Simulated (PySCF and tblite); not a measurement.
The numbers below are computed, except where a source is named.
C₅H₆N₂S, numbered as in [CH3:1]/[CH:2]=[CH:3]/[c:4]1[cH:5][n:6][s:7][n:8]1. The ensemble was built from 60 distance-geometry starts (ETKDG, MMFF94s, GFN2-xTB) and rests on GFN2-xTB geometries. Free energies are PBE0-D3(BJ)/def2-SVP (IEF-PCM, dichloromethane) single points with GFN2-xTB rigid-rotor and vibrational terms (modes under about 100 cm⁻¹ blended into free rotors). Symmetry numbers and mirror images are counted. Conformers within 3 kcal/mol (GFN2-xTB free energy) were kept, 10 at most. GIAO shieldings: WP04/pcSseg-1 (IEF-PCM, dichloromethane). Shifts are against TMS (¹H), TMS (¹³C) at the same level. Programs: PySCF with density fitting and tblite.

Torsions listed: C2–C3–C4–N8.

```csv
conformer,shape,point group,mirror pair,ΔE(DFT),Δ(G−E) at 298.15 K,δ H2 (ppm)
1,0°,Cs,no,0.00,0.00,7.41
2,180°,Cs,no,0.06,0.02,6.96
```

Energies in kcal/mol; the thermal term leaves out symmetry numbers and mirror images.

Q: Work out the weights at 298.15 K and the ¹H shift of H2 under fast exchange.

A: RT = 0.592 kcal/mol. Each conformer gets RT ln(σ/g), with σ the rotational symmetry number and g = 2 for a mirror pair: 1: σ = 1, g = 1, G = 0.00 + 0.00 + 0.00 = 0.00, 0.00 above the lowest, exp(−ΔG/RT) = 1.000; 2: σ = 1, g = 1, G = 0.06 + 0.02 + 0.00 = 0.09, 0.09 above the lowest, exp(−ΔG/RT) = 0.864. The sum is 1.864, so the weights are 53.7, 46.3 %. The averaged shift is 7.20 ppm. At 298.15 K the leading conformer alone gives 7.41 ppm and bare DFT energies give 7.20 ppm.


Conformer gaps in def2-SVP on xTB geometries can be 2 kcal/mol too large for S=O, P=O and other polar bonds.